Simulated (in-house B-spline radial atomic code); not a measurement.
A fraction x of an electron is removed from 1s in C⁵⁺, starting from 1s1 and keeping the highest spin. Computed with an all-electron radial atomic-structure program (B-spline basis): non-relativistic BLYP, spin-polarised, spherical fractional occupations, point nucleus.

```tsv
x	E(x) - E(0) (eV)	1s up level (eV)
0	0.0000	-451.979
0.08	36.4197	-458.507
0.23	106.1058	-470.603
0.36	167.9536	-480.856
0.38	177.5862	-482.407
0.5	236.0251	-491.511
0.61	290.5318	-499.437
0.73	350.9474	-507.315
0.78	376.3868	-510.212
0.89	432.7999	-514.982
0.99	484.2856	-511.299
```
